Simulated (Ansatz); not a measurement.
Ansatz results at the PBE0-D4/def2-TZVP geometry: HOMO–LUMO gap (ωB97M-V/def2-TZVPP) 8.82 eV; HOMO–LUMO gap (PBE/def2-TZVPP) 3.10 eV; size of the dipole moment (ωB97M-V/def2-TZVPP) 8.81 D.

Each molecule was computed in one conformer, which needn't be the lowest.

Question: Which molecule gave them?
A. `CC[P+](CC)(CC)[Ag-][O]C`
B. `FN(F)F`
C. `CC(=O)F`
D. `F[P+](F)(F)[Au-][N]([SiH3])[SiH3]`

Answer: A. The others give `CC(=O)F`: 13.44, 5.71, 2.97; `FN(F)F`: 16.08, 7.62, 0.15; `F[P+](F)(F)[Au-][N]([SiH3])[SiH3]`: 9.03, 3.31, 4.01.
